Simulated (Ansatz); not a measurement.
Program: Ansatz. Geometries: PBE0-D4/def2-TZVP. ΔE: electronic, gas phase. CCSD(T)/CBS is the MP2 limit (def2-TZVPP, def2-QZVPP) plus CCSD(T) − MP2 in def2-TZVPP, frozen cores. One conformer a species, not always the lowest.

Reaction (isomerisation): `C[SiH](O)C(N)=O` → `CC(=N)O[SiH2]O`

| level | ΔE (eV) |
| --- | --- |
| CCSD/def2-TZVPP | -0.58 |
| CCSD(T)/def2-TZVPP | -0.56 |

(1) What does CCSD(T)/CBS give? (Estimate.)

Largest T1 diagnostic among the species: 0.015.

## Answers

(1) Ansatz gave: -0.52 eV. The listed levels differ from it by -0.06, -0.04 eV.

From PBE to PBE0 (25 % exact exchange), in def2-TZVPP and without D4, ΔE moves by −0.11 eV. In def2-TZVPP, CCSD(T) changes the Hartree–Fock value by +0.12 eV (the triples alone add +0.02 eV) and MP2 by +0.14 eV.
